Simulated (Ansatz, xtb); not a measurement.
## Cl2GaNSi: 5 structures ranked

5 gas-phase structures of Cl2GaNSi, found in a search over its isomers (lower ones may exist). Each was relaxed with GFN2-xTB:

A. a triplet given by its coordinates
B. a singlet given by its coordinates
C. `Cl[Si](Cl)=[N][Ga]`, a singlet
D. `[Si]=[N][Ga]([Cl])[Cl]`, a singlet
E. `N#[Si][Ga]([Cl])[Cl]`, a singlet

B (Å):

```json
{"atom": "Cl", "x (Å)": "-1.7170", "y (Å)": "-0.5261", "z (Å)": "-0.1543"}
{"atom": "Cl", "x (Å)": "0.2980", "y (Å)": "-2.9763", "z (Å)": "-0.9683"}
{"atom": "Ga", "x (Å)": "-0.3752", "y (Å)": "1.5061", "z (Å)": "0.8586"}
{"atom": "N", "x (Å)": "1.2974", "y (Å)": "0.0564", "z (Å)": "0.4247"}
{"atom": "Si", "x (Å)": "0.4970", "y (Å)": "-1.1750", "z (Å)": "-0.1852"}
```

Close contacts (Å): Cl1–Ga3 2.64, Cl1–Si5 2.31, Cl2–Si5 1.97, Ga3–N4 2.26, Ga3–Si5 3.01, N4–Si5 1.59.

A (Å):

```yaml
atoms:
  - { symbol: Cl, position_ang: [-0.9991, 1.9431, -0.9786] }
  - { symbol: Cl, position_ang: [0.2962, 0.4521, 4.6952] }
  - { symbol: Ga, position_ang: [0.9086, -0.6346, 2.9118] }
  - { symbol: N, position_ang: [0.4882, 0.0601, 1.1436] }
  - { symbol: Si, position_ang: [-0.9229, 0.6650, 0.6053] }
```

Close contacts (Å): Cl1–Si5 2.04, Cl2–Ga3 2.18, Ga3–N4 1.95, N4–Si5 1.63.

Task: Which do you expect lowest at r2SCAN-D4/def2-SVP, and how would the others follow?

Result: Calculated order at r2SCAN-D4/def2-SVP: D (0.0), C (15.1), B (44.5), A (51.9), E (66.7) kcal/mol.

Energies above the lowest of each column, in kcal/mol; the last columns are at B3LYP-D3(BJ)/def2-SVP geometries and were run for some of them only (a dash: not run or not comparable):

```csv
structure,GFN2-xTB,HF/STO-3G,r2SCAN-D4/def2-SVP,B3LYP-D3(BJ)/def2-SVP,CCSD(T)/def2-SVP + ΔMP2/def2-TZVPP
D,0.0,0.0,0.0,0.0,0.0
C,10.8,93.8,15.1,12.2,16.4
B,15.5,132.7,44.5,–,–
A,–,4.2,51.9,–,–
E,14.4,103.4,66.7,–,–
```

Every level run on D puts it lowest or level with the lowest. Some further structures that were screened fall inside this span and aren't listed. Flexible structures stand in one conformer each, not always the lowest. Frequencies (B3LYP-D3(BJ)/def2-SVP) were run for C, D alone. The ΔMP2 step shifts differences by up to 9.3 kcal/mol, which makes them less sure. GFN2-xTB has no spin polarisation and isn't compared across spin states. Open shells are spin-unrestricted, some with notable spin contamination. ΔMP2 is the change of the MP2 energy from the smaller to the larger basis.

Over these structures GFN2-xTB departs from r2SCAN-D4/def2-SVP by 19.2 kcal/mol on average once a common shift is removed. A GFN2-xTB relaxation took about 0.2 s and the r2SCAN-D4/def2-SVP energy about 2.3 s on a shared host (Ansatz 0.2.0, xtb 6.7.1).
